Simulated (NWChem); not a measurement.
Molecule: MgHOBr; SMILES [OH][Mg][Br]

```xyz
4

Mg    -0.0524    -0.9987    -0.0006
Br     0.2686     1.3258     0.0009
O     -0.2930    -2.7343    -0.0018
H     -0.4198    -3.6766    -0.0024
```
Atoms are numbered in this order, from 1.

Program: NWChem. Pople sets run with spherical d functions. The geometry was optimised at PBE0/def2-SVP. Vzz is the largest principal value of the second derivative of the potential at the nucleus (NWChem prints the opposite sign); η is the asymmetry. Non-relativistic.

Question: Estimate the computed values for PBE/6-31G*. Quantities: Vzz Mg1 (a.u.); η Mg1; Vzz Br2 (a.u.); η Br2; Vzz O3 (a.u.); η O3.

Answer: 
```yaml
Vzz Mg1 (a.u.): -0.569
"η Mg1": 0.00
Vzz Br2 (a.u.): 2.336
"η Br2": 0.00
Vzz O3 (a.u.): 1.422
"η O3": 0.00
```
